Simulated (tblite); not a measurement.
Run record: tight-binding relaxation, `[Br][Al-]1([Br])[Br+][Al-]([Br])([Br])[Br+]1`.

Computed with GFN2-xTB geometry optimisation, gas phase (tblite 0.8.0). Start geometry: from a force field or distance geometry. The input is one job of a driver script: a line of settings, then coordinates in Å.

Input:
```
{"job": {"kind": "relax", "xc": "GFN2-xTB", "basis": "xTB"}, "charge": 0, "multiplicity": 1}
Br     1.273600     2.806600    -0.081400
Al     1.544300     0.502200     0.286100
Br     3.758800    -0.309400     0.395300
Br     0.145900    -0.071800     2.127800
Al    -1.501000    -0.609000     0.495900
Br    -2.616000    -2.649100     0.861400
Br    -2.850300     1.267200     0.021800
Br     0.253700    -0.927400    -1.096500
```

Output:
```
step      E/eV     max force
  0    -735.77130    2.438
  1    -736.04100    1.664
  2    -736.27511    0.351
  3    -736.28252    0.191
  4    -736.28435    0.187
  5    -736.31843    0.413
  6    -736.32707    0.333
  7    -736.33501    0.191
  8    -736.33668    0.157
  9    -736.34074    0.248
... (42 lines left out)
 52    -736.38869    0.033
 53    -736.38885    0.028
 54    -736.38894    0.025
 55    -736.38898    0.025
 56    -736.38906    0.023
 57    -736.38929    0.035
 58    -736.38967    0.043
 59    -736.39006    0.040
 60    -736.39028    0.024
 61    -736.39037    0.006
```

«max force» is the largest atomic force in eV/Å.

**Question.** From which step on does the largest force stay under 0.1 eV/Å, and how much energy is left to gain from there?

**Answer.** From step 42 (0.100 eV/Å), 5.6 meV above the end.

Main results: energy lowered by 14.3 kcal/mol over 61 steps; largest atomic force 0.006 eV/Å at the end.

Hardware: an Arm Neoverse V1 with 2 threads (shared host). Cost: 0.81 s wall, 1.1 s CPU.
Labels such as C1 count atoms from 1, the log's own numbers from 0.
